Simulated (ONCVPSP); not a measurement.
# cobalt: ONCV pseudisation with PBEsol, scalar-relativistic reference atom.

The input file (ONCVPSP 4.0.1):

```
# ATOM AND REFERENCE CONFIGURATION
# atsym  z   nc   nv     iexc    psfile
  Co 27.00    5    2  -116133      upf
#
#   n    l    f
    1    0    2.00
    2    0    2.00
    2    1    6.00
    3    0    2.00
    3    1    6.00
    3    2    7.00
    4    0    2.00
#
# PSEUDOPOTENTIAL AND OPTIMIZATION
# lmax
    3
#
#   l,   rc,      ep,       ncon, nbas, qcut
    0    2.35    0.00    4    8    3.30
    1    1.90    0.43    5    9    4.80
    2    1.25    0.00    3    7   12.90
    3    2.15    0.29    3    8    5.20
#
# LOCAL POTENTIAL
# lloc, lpopt,  rc(5),   dvloc0
    4    5    1.20    0.00
#
# VANDERBILT-KLEINMAN-BYLANDER PROJECTORs
# l, nproj, debl
    0    2    3.80
    1    1    2.40
    2    2    3.60
    3    1    1.00
#
# MODEL CORE CHARGE
# icmod, fcfact, rcfact
    0    0.00    0.00
#
# LOG DERIVATIVE ANALYSIS
# epsh1, epsh2, depsh
   -2.00    5.00    0.02
#
# OUTPUT GRID
# rlmax, drl
    6.00    0.01
#
# TEST CONFIGURATIONS
# ncnf
    4
# nvcnf
#   n    l    f
    2
    3    2    7.00
    4    0    1.00
#
    2
    3    2    7.00
    4    0    0.00
#
    2
    3    2    6.00
    4    0    0.00
#
    2
    3    2    7.50
    4    0    1.50
#
```

Command:

```bash
oncvpsp.x < Co.dat > Co.out
```

Resulting log (shortened: citation, most of the input echo, consistency checks and plot data are left out):

```
ONCVPSP  (Optimized Norm-Conservinng Vanderbilt PSeudopotential)
scalar-relativistic version 4.0.1

#   n    l    f        energy (Ha)
    1    0    2.00    -2.7876397E+02
    2    0    2.00    -3.3003638E+01
    2    1    6.00    -2.8276911E+01
    3    0    2.00    -3.7534896E+00
    3    1    6.00    -2.4074667E+00
    3    2    7.00    -3.0244096E-01
    4    0    2.00    -2.0173199E-01

Reference configufation results
  iterations    31
  all-electron total energy (Ha)   -1.39190198D+03

Begin loop to  construct optimized pseudo wave functions
and semi-local pseudopoentials for all angular momenta

   Wellstate for l =  0  n =  7
     eigenvalue =   3.5983
     asymptotic potential =   4.0983
     half-point radius =  4.2468

Calculating optimized projector #   1

 for l=   0

    Fraction of norm inside rc  0.364443
    Optimizing pswf for qcut=   3.30 a_B^-1,  ecut=   5.46 Ha
    Residual kinetic energy error=  2.08D-04 Ha

    Energy error per electron        Cutoff
         Ha          eV             Ha
         0.01000     0.27211        2.68
         0.00100     0.02721        4.41
         0.00010     0.00272        8.31
         0.00001     0.00027       28.30

Calculating optimized projector #   2

 for l=   0

    Fraction of norm inside rc  0.145163
    Optimizing pswf for qcut=   3.30 a_B^-1,  ecut=   5.46 Ha
    Residual kinetic energy error=  1.14D-01 Ha

    Energy error per electron        Cutoff
         Ha          eV             Ha
         0.01000     0.27211       11.47
         0.00100     0.02721       37.23
         0.00010     0.00272       43.49
         0.00001     0.00027       55.47

   Wellstate for l =  1  n =  5
     eigenvalue =   0.4300
     asymptotic potential =   0.9300
     half-point radius =  6.7287

Calculating optimized projector #   1

 for l=   1

    Fraction of norm inside rc  0.093843
    Optimizing pswf for qcut=   4.80 a_B^-1,  ecut=  11.53 Ha
    Residual kinetic energy error=  1.02D-03 Ha

    Energy error per electron        Cutoff
         Ha          eV             Ha
         0.01000     0.27211        1.60
         0.00100     0.02721       11.69
         0.00010     0.00272       63.49
         0.00001     0.00027       74.24

   Wellstate for l =  2  n =  5
     eigenvalue =   3.2976
     asymptotic potential =   3.7976
     half-point radius =  2.7086

Calculating optimized projector #   1

 for l=   2

    Fraction of norm inside rc  0.708136
    Optimizing pswf for qcut=  12.89 a_B^-1,  ecut=  83.09 Ha
    Residual kinetic energy error=  1.07D-06 Ha

    Energy error per electron        Cutoff
         Ha          eV             Ha
         0.01000     0.27211       51.98
         0.00100     0.02721       61.80
         0.00010     0.00272       69.94
         0.00001     0.00027       76.18

Calculating optimized projector #   2

 for l=   2

    Fraction of norm inside rc  0.091668
    Optimizing pswf for qcut=  12.89 a_B^-1,  ecut=  83.09 Ha
    Residual kinetic energy error=  3.75D-06 Ha

    Energy error per electron        Cutoff
         Ha          eV             Ha
         0.01000     0.27211       52.90
         0.00100     0.02721       64.26
         0.00010     0.00272       73.01
         0.00001     0.00027       80.26

   Wellstate for l =  3  n =  4
     eigenvalue =   0.2900
     asymptotic potential =   0.7900
     half-point radius =  9.8322

Calculating optimized projector #   1

 for l=   3

    Fraction of norm inside rc  0.002687
    Optimizing pswf for qcut=   5.21 a_B^-1,  ecut=  13.55 Ha
    Residual kinetic energy error=  1.59D-07 Ha

    Energy error per electron        Cutoff
         Ha          eV             Ha
         0.01000     0.27211        0.79
         0.00100     0.02721        1.64
         0.00010     0.00272        4.31
         0.00001     0.00027        8.18

Construct Vanderbilt / Kleinmman-Bylander projectors

B matrix Hermiticity error, ll=   0
   1   2    1.0737E-04

  Orthonormal projector coefficients  8.6586E+00  1.1543E+00

B matrix Hermiticity error, ll=   2
   1   2   -3.6066E-04

  Orthonormal projector coefficients -1.2776E+01 -3.3155E+00

Pseudoatom total energy  -28.222016

Diagnostic tests using Vanderbilt-Kleinman-Bylander pseudopotentials
  1 or more projectors used as specified by nproj input data

   l    rcore       rmatch      e in        delta e   norm test  slope test

   0   2.3585134   2.4301230  -0.2017320  -0.0000006   1.0000040   1.0000209
   0   2.3585134   2.4301230   3.5982680   0.0000592   1.0000836   1.0000836

   1   1.9015644   1.9593001   0.4300000   0.0000066   1.0000027   1.0000027

   2   1.2509859   1.2889685  -0.3024410  -0.0000186   1.0000929   1.0000800
   2   1.2509859   1.2889685   3.2975590   0.0000154   1.0002488   1.0002488

   3   2.1560987   2.2215626   0.2900000  -0.0000524   1.0000126   1.0000126

 Testing for bound ghosts
   n   l    E NL Schr. Eq   E Basis Diag.   E Cutoff

   1   0       -0.201733       -0.198207     46.86

   3   2       -0.302460       -0.295624    164.92

 Testing for highly-localized positive-energy ghosts
       l    <radius>/rc     E Basis Diag.   E Cutoff

       0        0.882903        1.772750     46.86  WARNING - GHOST(+)

       1        0.660202        1.190679     83.04  WARNING - GHOST(+)

Test configuration 0

   n   l     f        eae           eps        diff
   1   0  2.0000 -278.76397181
   2   0  2.0000  -33.00363803
   2   1  6.0000  -28.27691133
   3   0  2.0000   -3.75348965
   3   1  6.0000   -2.40746673
   3   2  7.0000   -0.30244096   -0.30245954   -1.86D-05
   4   0  2.0000   -0.20173199   -0.20173261   -6.14D-07

    Total energies and differences
      AE_ref= -1.39190198D+03  AE_tst= -1.39190198D+03  dif=  0.00D+00
      PS_ref= -2.82220162D+01  PS_tst= -2.82220162D+01  dif= -4.97D-14
      PSP excitation error=  4.97D-14

Test configuration 1

   n   l     f        eae           eps        diff
   1   0  2.0000 -279.09026526
   2   0  2.0000  -33.32272460
   2   1  6.0000  -28.59660549
   3   0  2.0000   -4.07783580
   3   1  6.0000   -2.73232393
   3   2  7.0000   -0.62431928   -0.62241585    1.90D-03
   4   0  1.0000   -0.46887389   -0.46914882   -2.75D-04

    Total energies and differences
      AE_ref= -1.39190198D+03  AE_tst= -1.39156955D+03  dif=  3.32D-01
      PS_ref= -2.82220162D+01  PS_tst= -2.78894003D+01  dif=  3.33D-01
      PSP excitation error= -1.85D-04

Test configuration 2

   n   l     f        eae           eps        diff
   1   0  2.0000 -279.46978424
   2   0  2.0000  -33.69111342
   2   1  6.0000  -28.96592460
   3   0  2.0000   -4.45274465
   3   1  6.0000   -3.10755214
   3   2  7.0000   -0.99352301   -0.98741296    6.11D-03

    Total energies and differences
      AE_ref= -1.39190198D+03  AE_tst= -1.39095592D+03  dif=  9.46D-01
      PS_ref= -2.82220162D+01  PS_tst= -2.72760160D+01  dif=  9.46D-01
      PSP excitation error=  5.90D-05

Test configuration 3

   n   l     f        eae           eps        diff
   1   0  2.0000 -280.20169538
   2   0  2.0000  -34.44499710
   2   1  6.0000  -29.71778738
   3   0  2.0000   -5.16071009
   3   1  6.0000   -3.80682645
   3   2  6.0000   -1.65852407   -1.66034114   -1.82D-03

    Total energies and differences
      AE_ref= -1.39190198D+03  AE_tst= -1.38963893D+03  dif=  2.26D+00
      PS_ref= -2.82220162D+01  PS_tst= -2.59620441D+01  dif=  2.26D+00
      PSP excitation error=  3.08D-03

Test configuration 4

   n   l     f        eae           eps        diff
   1   0  2.0000 -278.66909452
   2   0  2.0000  -32.89693092
   2   1  6.0000  -28.17134545
   3   0  2.0000   -3.65818957
   3   1  6.0000   -2.31489876
   3   2  7.5000   -0.22307412   -0.22082529    2.25D-03
   4   0  1.5000   -0.18026508   -0.18118718   -9.22D-04

    Total energies and differences
      AE_ref= -1.39190198D+03  AE_tst= -1.39193744D+03  dif= -3.55D-02
      PS_ref= -2.82220162D+01  PS_tst= -2.82565809D+01  dif= -3.46D-02
      PSP excitation error= -8.95D-04
```

The run took about 2.7 s on one core of a shared server CPU.
